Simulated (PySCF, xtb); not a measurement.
C4H7O, SMILES CCC([CH2])=O, multiplicity 2. One conformer was computed; it need not be the lowest.

Harmonic wavenumbers (cm⁻¹) from GFN2-xTB (xtb) at its own minimum, in rising order: 72, 197, 223, 317, 414, 475, 513, 711, 824, 834, 972, 1031, 1055, 1078, 1209, 1241, 1293, 1384, 1406, 1468, 1492, 1498, 1569, 2981, 3010, 3031, 3034, 3044, 3107, 3159.

What does PySCF 2.14.0 with PBE-D3(BJ)/def2-SVP give at its own minimum? (An estimate is asked for; the answer gives what the named calculation found.)

61, 200, 245, 327, 397, 471, 577, 689, 758, 787, 936, 997, 1017, 1072, 1174, 1213, 1317, 1345, 1377, 1400, 1411, 1419, 1599, 2955, 2986, 2993, 3073, 3076, 3079, 3202. Paired by order, the mean absolute difference is 34 cm⁻¹ and the zero-point energies are 61.0 and 60.3 kcal/mol.
